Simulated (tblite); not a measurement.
Compound: C6H14O2Si.
Numbering: `[CH3:1][O:2][CH2:3][C@@H:4]1[O:5][CH2:6][CH2:7][CH2:8][SiH2:9]1` (hydrogens: H10, H11, H12 on C1; H13, H14 on C3; H15 on C4; H16, H17 on C6; H18, H19 on C7; H20, H21 on C8; H22, H23 on Si9)

Computed geometry: GFN2-xTB, gas phase.

Question: List the bond lengths, angles and torsions at this level.

Answer: 
```tsv
bond	length (bohr)	order
C1–O2	2.649	single
O2–C3	2.668	single
C3–C4	2.884	single
C4–O5	2.685	single
O5–C6	2.666	single
C6–C7	2.890	single
C7–C8	2.886	single
C8–Si9	3.587	single
C4–Si9	3.625	single
C1–H10, C1–H11, C1–H12	2.068	single
C3–H13	2.080	single
C3–H14	2.078	single
C4–H15	2.065	single
C6–H16	2.068	single
C6–H17	2.073	single
C7–H18	2.064	single
C7–H19	2.066	single
C8–H20	2.060	single
C8–H21	2.061	single
Si9–H22	2.761	single
Si9–H23	2.783	single
```

Bonds in one row agree within 0.02 bohr and their mean is given. Orders are formal, as drawn. A selection of angles:
```tsv
angle	degrees
C1–O2–C3	114.1
O2–C3–C4	107.5
C3–C4–O5	112.8
C3–C4–Si9	109.3
O5–C4–Si9	110.7
C4–O5–C6	115.5
O5–C6–C7	113.8
C6–C7–C8	111.3
C7–C8–Si9	109.0
C4–Si9–C8	104.5
```

Torsions: C1–O2–C3–C4 170° (antiperiplanar); O2–C3–C4–O5 93° (anticlinal); C3–C4–O5–C6 -68° (synclinal); C4–O5–C6–C7 -74° (synclinal); O5–C6–C7–C8 73° (synclinal); C6–C7–C8–Si9 -54° (synclinal); C7–C8–Si9–C4 38° (synclinal); C3–C4–Si9–C8 88° (synclinal).

Of the pairs four or more bonds apart, O2···H17 is among the closest relative to their van der Waals radii: 2.44 Å, 90 % of the sum of Bondi's values. All 3 C–C bonds measure 1.526 to 1.529 Å. The 6-membered ring C4–O5–C6–C7–C8–Si9 has internal angles of 104.5° to 115.5°; it is puckered, 0.24 Å rms from its mean plane, widest ring torsion 74°. The 2 C–Si bonds span 1.898 Å (C8–Si9, drawn single) to 1.918 Å (C4–Si9, drawn single), a spread of 0.020 Å. Si9 (SiH2 silicon) is distorted tetrahedral (angles from 104.5° to 114.6°).

Point group: C1 (no symmetry element, even within 0.4 Å). Its GFN2-xTB frequencies are all real (lowest 67 cm⁻¹). One conformer, not necessarily the lowest.
